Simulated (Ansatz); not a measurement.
Stepwise reaction of `F[Si](F)(F)[SiH](Cl)Cl` with hydrogen, as a gas-phase model of exchange steps in deposition or etching. ΔE in kJ/mol; ΔG adds harmonic PBE0-D4 terms to CCSD(T)/CBS, at 1 bar.

Calculated with Ansatz (gas phase, PBE0-D4/def2-TZVP geometries, no zero-point term in ΔE). CCSD(T)/CBS adds triple-zeta CCSD(T) − MP2 to the extrapolated MP2 energy (def2 sets, frozen cores). This one scheme is used for every species. Functionals use def2-TZVPP. B3LYP here is the variant with VWN-RPA as its local correlation; programs differ in this. Each species was taken in one conformer, which may not be the lowest.

```
step                                                reaction  PBE-D4  B3LYP-D4  ωB97M-V  CCSD(T)/CBS  ΔG(400 K)
   2  `F[Si](F)(F)[SiH2]Cl` + H₂ → `F[Si](F)(F)[SiH3]` + HCl    64.0      64.5     64.0         63.8       62.5
```

Give the row of step 1, `F[Si](F)(F)[SiH](Cl)Cl` + H₂ → `F[Si](F)(F)[SiH2]Cl` + HCl. (Estimate.)

Computed: 
```csv
step,reaction,PBE-D4,B3LYP-D4,ωB97M-V,CCSD(T)/CBS,ΔG(400 K)
1,`F[Si](F)(F)[SiH](Cl)Cl` + H₂ → `F[Si](F)(F)[SiH2]Cl` + HCl,76.8,75.6,75.2,74.0,69.2
```

By hand: ΔE of the 2 steps together at CCSD(T)/CBS.

(74.0) + (63.8) = 137.8 kJ/mol, or 68.9 kJ/mol a step.

In ΔE each step is lower than the one before. All are uphill at CCSD(T)/CBS. ΔG lies between 62.5 and 69.2 kJ/mol a step. PBE-D4 differs from CCSD(T)/CBS by 0.2 to 2.8 kJ/mol a step. Isolated molecules leave out the surface, adducts and barriers. Largest T1 diagnostic: 0.013.
